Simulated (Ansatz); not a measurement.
Calculated with Ansatz (gas phase, PBE0-D4/def2-TZVP geometries, no zero-point term in ΔE). CCSD(T)/CBS adds triple-zeta CCSD(T) − MP2 to the extrapolated MP2 energy (def2 sets, frozen cores). This one scheme is used for every species. Functionals use def2-TZVPP. HSE06 is defined as in plane-wave codes.

`Cl[SiH]1[AlH][S]1` + H₂ → `[AlH]1[SiH2][S]1` + HCl  (hydrogenolysis of the Si–Cl bond)

`Cl[SiH]1[AlH][S]1`:

Z-matrix (Å, degrees):
```
Si
Al 1 2.313
S 1 2.178 2 58.0
Cl 1 2.062 2 123.9 3 98.6
H 1 1.481 2 129.8 3 -93.6
H 2 1.572 1 165.9 3 -174.8
```

H₂:

Cartesian coordinates in Å:
```
H -0.109 -0.272 -0.231
H 0.109 0.272 0.231
```

`[AlH]1[SiH2][S]1`:

Cartesian coordinates in Å:
```
Al 0.329 0.884 1.026
Si -0.331 -0.317 -0.843
S 0.597 -1.267 0.912
H 0.636 2.009 2.081
H 0.477 -0.493 -2.078
H -1.708 -0.816 -1.098
```

HCl:

```xyz
2

Cl    0.615    0.030    0.174
H    -0.615   -0.030   -0.174
```

```csv
level,ΔE (kJ/mol),difference from CCSD(T)/CBS
B97M-V,77.2,-1.5
PBE0-D4,77.8,-0.9
revPBE,74.4,-4.3
r2SCAN,82.1,3.4
HSE06,73.7,-5.0
HF/def2-SVP,50.8,-27.9
MP2/def2-SVP,67.0,-11.7
CCSD(T)/def2-SVP,57.6,-21.1
SCS-MP2/def2-TZVPP,77.1,-1.6
CCSD/def2-TZVPP,67.6,-11.1
CCSD(T)/CBS,78.7,0
```

Largest T1 diagnostic among the species: 0.015.

From r2SCAN to r2SCAN0 (25 % exact exchange), in def2-TZVPP and without D4, ΔE moves by −3.3 kJ/mol. Leaving LDA and LC-ωPBE aside and taking each functional with its dispersion term where it has one, the values, not all of them listed here, spread over 10.1 kJ/mol, from CAM-B3LYP-D4 to revPBE-D4. In def2-TZVPP, CCSD(T) changes the Hartree–Fock value by +10.6 kJ/mol (the triples alone add +4.4 kJ/mol) and MP2 by +22.3 kJ/mol.
